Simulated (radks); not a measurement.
Values are calculated unless marked as measured or tabulated.
Q: Radial electron density D(r) = 4 pi r^2 rho(r) of an atom or ion with 26 electrons. Code: a radial shooting solver on a logarithmic mesh with Libxc functionals. Model: non-relativistic Kohn-Sham, LDA (Slater exchange, Perdew-Wang correlation), spin-unpolarised, spherical densities, point nucleus.

r (bohr)  D(r) (e/bohr)
0.002657         0.9168
0.003659          1.651
0.005038          2.914
0.006938          5.007
0.009555          8.291
0.01316           13.05
0.01812           19.16
0.02516           25.76
0.03464           30.32
0.04771           30.65
0.0657            26.99
0.09048           24.30
0.1246            28.00
0.1716            34.22
0.2363            31.28
0.3254            19.05
0.4481            12.99
0.6171            16.00
0.8499            14.65
1.17              7.722
1.612             3.020
2.22              1.490
3.057            0.7751
4.243            0.2384
5.843           0.04386
8.047           0.02419
11.08           0.03562
15.26           0.03504
21.02           0.01407
28.94          0.001515

What is the nuclear charge?

A: Z = 26. The innermost maximum, from 1s, lies near 1/Z = 0.0385 bohr (found: 0.0416), and its height grows with Z. The density is that of neutral iron in [Ar] 3d5.5 4s2 4d0.5; the configuration itself is not fixed sharply by these data, and Z only to about a unit. D(r) has 4 maxima, at r = 0.0416, 0.187, 0.690, 13.0 bohr, and minima at 0.0905, 0.445, 7.43 bohr, inside which lie 2.13, 10.67, 25.54 electrons.
